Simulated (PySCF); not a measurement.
# Electron correlation in Co²⁺ (cobalt, charge +2)

[Ar] 3d6 4s1, high-spin 6D determinant (an excited configuration). Calculation: PySCF 2.14, in dyall-av2z (16s12p7d2f, 101 functions); the non-relativistic Hamiltonian (point nucleus). Frozen: [Ar]; 7 electrons correlated; the 25 highest virtual orbitals of each spin left out.

```json
{"level": "CCSD", "correlation energy (mhartree)": "-121.75"}
{"level": "(T)", "correlation energy (mhartree)": "-1.36"}
{"level": "CCSD(T)", "correlation energy (mhartree)": "-123.11"}
```

Diagnostics: T1 = 0.0056, D1 = 0.0111, largest double amplitude 0.017.

Cost of the coupled-cluster step: roughly 7 core-seconds, for 7 correlated electrons.

Iterations:

```
CC2 = 0
CCSD nocc = (np.int64(6), np.int64(1)), nmo = (67, 67)
frozen orbitals [[0, 1, 2, 3, 4, 5, 6, 7, 8, 76, 77, 78, 79, 80, 81, 82, 83, 84, 85, 86, 87, 88, 89, 90, 91, 92, 93, 94, 95, 96, 97, 98, 99, 100], [0, 1, 2, 3, 4, 5, 6, 7, 8, 76, 77, 78, 79, 80, 81, 82, 83, 84, 85, 86, 87, 88, 89, 90, 91, 92, 93, 94, 95, 96, 97, 98, 99, 100]]
max_cycle = 100
direct = 0
conv_tol = 1e-08
conv_tol_normt = 1e-06
diis_space = 8
diis_start_cycle = 0
Init t2, MP2 energy = -0.116971842434248
Init E_corr(UCCSD) = -0.116971842438868
cycle = 1  E_corr(UCCSD) = -0.120404733955073  dE = -0.00343289152  norm(t1,t2) = 0.0202728
cycle = 2  E_corr(UCCSD) = -0.121357064317973  dE = -0.000952330363  norm(t1,t2) = 0.00637702
cycle = 3  E_corr(UCCSD) = -0.121703156575206  dE = -0.000346092257  norm(t1,t2) = 0.00310474
cycle = 4  E_corr(UCCSD) = -0.121746967651553  dE = -4.38110763e-05  norm(t1,t2) = 0.000921519
cycle = 5  E_corr(UCCSD) = -0.121743503636714  dE = 3.46401484e-06  norm(t1,t2) = 0.00041117
cycle = 6  E_corr(UCCSD) = -0.121746522580951  dE = -3.01894424e-06  norm(t1,t2) = 9.29242e-05
cycle = 7  E_corr(UCCSD) = -0.121746042495197  dE = 4.80085754e-07  norm(t1,t2) = 2.46371e-05
cycle = 8  E_corr(UCCSD) = -0.121745645066858  dE = 3.97428338e-07  norm(t1,t2) = 8.10869e-06
cycle = 9  E_corr(UCCSD) = -0.121745685891228  dE = -4.08243696e-08  norm(t1,t2) = 2.5362e-06
cycle = 10  E_corr(UCCSD) = -0.121745693207107  dE = -7.31587903e-09  norm(t1,t2) = 5.63416e-07
UCCSD converged
E(UCCSD) = -1380.527354124336  E_corr = -0.1217456932071069
UCCSD(T) correction = -0.00136382826428141
```
